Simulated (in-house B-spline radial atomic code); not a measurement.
# Neutral magnesium: [Ne] 3s2

Computed with an all-electron radial atomic-structure program (B-spline basis): non-relativistic PBEsol, spin-polarised, spherical fractional occupations, point nucleus.

Effective charges: Z_r = [3n² - l(l+1)]/(2<r>) from the radius, Z_e = n√(-2ε) from the energy, and Slater's rules. Values are occupation-weighted means over spin.

```
shell  electrons   ε (eV)  <r> (bohr)    Z_r   Z_e  Slater
   1s          2  -1254.2      0.1311  11.44  9.60   11.70
   2s          2  -79.301      0.7001   8.57  4.83    7.85
   2p          6  -46.593      0.6901   7.24  3.70    7.85
   3s          2  -4.6727       3.158   4.27  1.76    2.85
```

The least bound orbital is 3s at -4.673 eV, and it is also the most diffuse (<r> = 3.158 bohr).
